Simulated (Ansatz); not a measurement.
`[BH2][AlH][BH]O` + `OB[SiH2][AlH2]` → `BOB[SiH2][AlH2]` + `O[BH][AlH2]`  (cleavage of the B–Al bond)

Gas-phase electronic energies from Ansatz, PBE0-D4/def2-TZVP geometries. CBS: MP2 limit from def2 TZ/QZ plus the TZ coupled-cluster correction, frozen cores. DFT in def2-TZVPP. B3LYP here is the variant with VWN-RPA as its local correlation; programs differ in this. One conformer a species, not always the lowest.

`[BH2][AlH][BH]O`:

Cartesian coordinates in Å:
```
B 1.860 1.177 -0.435
Al 0.647 -0.158 0.665
B -1.432 -0.487 0.216
O -1.772 -1.428 -0.702
H 2.513 0.835 -1.384
H 1.939 2.349 -0.183
H 1.299 -0.908 1.921
H -2.332 0.133 0.740
H -2.721 -1.512 -0.838
```

`OB[SiH2][AlH2]`:

Z-matrix (Å, degrees):
```
Si
B 1 2.020
Al 1 2.453 2 107.9
H 1 1.495 2 109.0 3 -117.0
H 1 1.491 2 112.6 3 122.8
O 2 1.353 1 119.4 3 -93.8
H 2 1.206 1 121.3 3 83.0
H 3 1.590 1 121.6 2 108.6
H 3 1.591 1 120.0 2 -69.4
H 6 0.962 2 113.5 1 177.9
```

`BOB[SiH2][AlH2]`:

```xyz
12

B    -1.735   -1.347    1.722
O    -0.528   -1.022    1.262
B     0.655   -0.724    0.722
Si    0.797   -0.183   -1.222
Al    0.666    2.267   -1.322
H    -2.070   -2.496    1.685
H    -2.431   -0.475    2.157
H     1.609   -0.732    1.453
H     2.105   -0.640   -1.775
H    -0.303   -0.793   -2.027
H    -0.738    2.989   -1.501
H     1.973    3.156   -1.154
```

`O[BH][AlH2]`:

Cartesian coordinates in Å:
```
O 0.714 1.551 0.259
B -0.303 0.652 0.239
Al 0.095 -1.364 -0.383
H 0.450 2.429 0.550
H -1.398 1.045 0.579
H -0.047 -1.813 -1.908
H 0.489 -2.500 0.665
```

CCSD(T)/CBS gives -1.45 eV.

**Question.** Another level gave -1.50 eV. Which?
A. revPBE/def2-TZVPP
B. PBE0/def2-TZVPP
C. ωB97M-V/def2-TZVPP
D. B3LYP-D4/def2-TZVPP

**Answer.** C. ωB97M-V -1.50, B3LYP-D4 -1.56, PBE0 -1.41, revPBE -1.36 eV.

Largest T1 diagnostic among the species: 0.017.

In def2-TZVPP, CCSD(T) changes the Hartree–Fock value by +0.14 eV (the triples alone add −0.00 eV) and MP2 by +0.06 eV. Leaving LDA and LC-ωPBE aside and taking each functional with its dispersion term where it has one, the values, not all of them listed here, spread over 0.20 eV, from CAM-B3LYP-D4 to revPBE-D4. LDA lies −0.13 eV from PBE without D4. At CCSD(T), def2-SVP lies −0.14 eV from the extrapolated value and def2-TZVPP +0.02 eV.
